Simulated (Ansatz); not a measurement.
`[SiH3]/C=[CH]\[GaH2]` and `FC/C=C/[SiH3]` differ in one atom or group (the configuration at the double bond changes too).

Ansatz, PBE0-D4/def2-TZVP geometries, multiplicity 1. Each molecule was computed in one conformer, which needn't be the lowest.

Scalar relativity is left out up to krypton.

```tsv
property	`[SiH3]/C=[CH]\[GaH2]`
HOMO energy (PBE0/def2-TZVPP) / eV	-7.71
ideal-gas entropy at 298 K and 1 bar (rigid rotor, harmonic PBE0-D4/def2-TZVP) / J/(mol·K)	339
HOMO–LUMO gap (ωB97M-V/def2-TZVPP) / eV	10.53
size of the dipole moment (ωB97M-V/def2-TZVPP) / D	1.44
HOMO–LUMO gap (PBE0/def2-TZVPP) / eV	6.62
size of the dipole moment (PBE/def2-TZVPP) / D	1.44
```

**Question.** Give the same properties after the change, and the shifts. (Estimate.)

**Answer.** The calculation gave: 
```tsv
property	`FC/C=C/[SiH3]`	shift
HOMO energy (PBE0/def2-TZVPP) / eV	-7.80	-0.09
ideal-gas entropy at 298 K and 1 bar (rigid rotor, harmonic PBE0-D4/def2-TZVP) / J/(mol·K)	339	0
HOMO–LUMO gap (ωB97M-V/def2-TZVPP) / eV	11.69	1.16
size of the dipole moment (ωB97M-V/def2-TZVPP) / D	1.65	0.21
HOMO–LUMO gap (PBE0/def2-TZVPP) / eV	7.38	0.76
size of the dipole moment (PBE/def2-TZVPP) / D	1.59	0.15
```

With PBE0 the HOMO falls by 0.09 eV and the LUMO rises by 0.67 eV, so the gap widens by about 0.76 eV. PBE moves the HOMO by -0.12 eV and ωB97M-V by -0.12 eV. The zero-point energy changes by 47.0 kJ/mol with +3 modes. Dipoles are sizes alone; their direction can turn.
